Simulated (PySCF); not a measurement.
## How methods differ on the ionisation energy of Ho⁶⁶⁺

Ho⁶⁶⁺ 1s1 (2S) → Ho⁶⁷⁺ (bare nucleus), as a difference of total energies. All numbers are calculated (PySCF 2.14, the spin-free X2C one-electron Hamiltonian (Gaussian nucleus), in an uncontracted even-tempered set (17 s from 180 bohr⁻², ratio 2.2; 7 p from 270 bohr⁻², ratio 2.4; 4 d from 800 bohr⁻², ratio 2.4; 3 f from 1200 bohr⁻², ratio 2.4; 3 g from 1800 bohr⁻², ratio 2.4)). The calculations carry no spin-orbit coupling.

```json
{"method": "UHF", "ionisation energy (eV)": "65227.1"}
{"method": "LDA", "ionisation energy (eV)": "65141.3"}
{"method": "PBE", "ionisation energy (eV)": "65227.1"}
{"method": "PBE0", "ionisation energy (eV)": "65227.1"}
{"method": "r2SCAN", "ionisation energy (eV)": "65233.4"}
{"method": "revPBE", "ionisation energy (eV)": "65237.0"}
{"method": "TPSS", "ionisation energy (eV)": "65233.4"}
```

For one electron Hartree-Fock is exact for this Hamiltonian up to the basis; QED and nuclear recoil make up the gap, and the density functionals add self-interaction.

For comparison: 65137.13 ± 0.16 eV (theoretical estimate listed by NIST; NIST Atomic Spectra Database, ionization energies).
